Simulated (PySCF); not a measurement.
WClH₅, SMILES [Cl][WH5], multiplicity 1. Geometry optimised at PBE-D3(BJ)/def2-TZVP. The spin state was assumed, not searched. The structure was generated by enumeration; whether it is a known compound was not checked. The def2 effective core potentials stand for the cores of W; spin–orbit coupling is left out.

Computed equilibrium geometry at PBE-D3(BJ)/def2-TZVP (PySCF confirms it by a frequency run) as bond lengths and angles, and its point group:
point group Cs.
Atoms: W1 Cl2 H3 H4 H5 H6 H7. Bonds (Å): W1–Cl2 2.308, W1–H3 1.673, W1–H4 1.721, W1–H5 1.709, W1–H6 1.673, W1–H7 1.709. Bond angles (°): Cl2–W1–H3 76.4, Cl2–W1–H4 97.9, Cl2–W1–H5 137.3, Cl2–W1–H6 76.4, Cl2–W1–H7 137.3, H3–W1–H4 118.5, H3–W1–H5 62.0, H3–W1–H6 119.1, H3–W1–H7 114.9, H4–W1–H5 109.6, H4–W1–H6 118.5, H4–W1–H7 109.6, H5–W1–H6 114.9, H5–W1–H7 62.1, H6–W1–H7 62.0.
